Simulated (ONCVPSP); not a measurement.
**lanthanum (La), ONCV: configuration errors across variants**

* Element: La
* Generator: ONCVPSP 4.0.1
* Type: optimised norm-conserving Vanderbilt (ONCV)
* Functional: LDA (Perdew-Wang 92)
* Relativity: scalar-relativistic
* Frozen core: [Kr] 4d10
* Valence charge: 11
* Reference configuration: 5s2 5p6 5d1 6s1.5 6p0.5
* Partial waves: 5s+6s: rc 2.95 bohr, ncon 4, nbas 9, qcut 3.5 1/bohr, 2 projectors; 5p+6p: rc 2.55 bohr, ncon 3, nbas 7, qcut 5.9 1/bohr, 3 projectors, debl 1.9 Ha; 5d: rc 2.55 bohr, ncon 4, nbas 9, qcut 3.8 1/bohr, 1 projector; f scattering state at 0.02 Ha: rc 2.35 bohr, ncon 4, nbas 7, qcut 5.5 1/bohr, local
* Local potential: the f channel
* Core correction: Teter function, fcfact 1.75, rcfact 1

In the f channel the program set the typed energies aside and used -0.189 Ha.

All-electron excitation energies from the reference (eV): (1) 5s2 5p6 5d1 6s2 6p0 -1.213; (2) 5s2 5p6 5d1 6s1 6p0 4.945; (3) 5s2 5p6 5d1 6s0 6p0 16.092; (4) 5s2 5p6 5d1 6s0 6p2 3.830.

2 further variants failed, have other tests or another functional or relativity, and are left out.

A true bound ghost makes a file unfit for plane-wave use even where its test errors are small: the radial tests pick states by their node count and pass the ghost by.

Errors AE − PS in meV (a dash: test not solved or not reliable):

| change | (1) | (2) | (3) | (4) | bound ghosts | GHOST(+) flags above zero |
| --- | --- | --- | --- | --- | --- | --- |
| base | -0.3 | -1.6 | -12 | -3.8 | s | p, d |
| core correction Teter function, fcfact 5, rcfact 1.15 | -0.4 | -1.7 | -14 | -4.6 | s | p, d |
| s: qcut 4; p: qcut 6.7; d: qcut 4.3; f: qcut 6.3 | -0.3 | -1.5 | -11 | -3.5 | s | p, d |
| p: rc 2.44 | -0.3 | -1.6 | -13 | -3.9 | s | p, d |

**Question.** Give the same row for: core correction Teter function, fcfact 5.5, rcfact 1.

**Answer.** -0.4, -1.7, -13, -4.5; bound ghosts: s; GHOST(+) flags above zero: p, d.
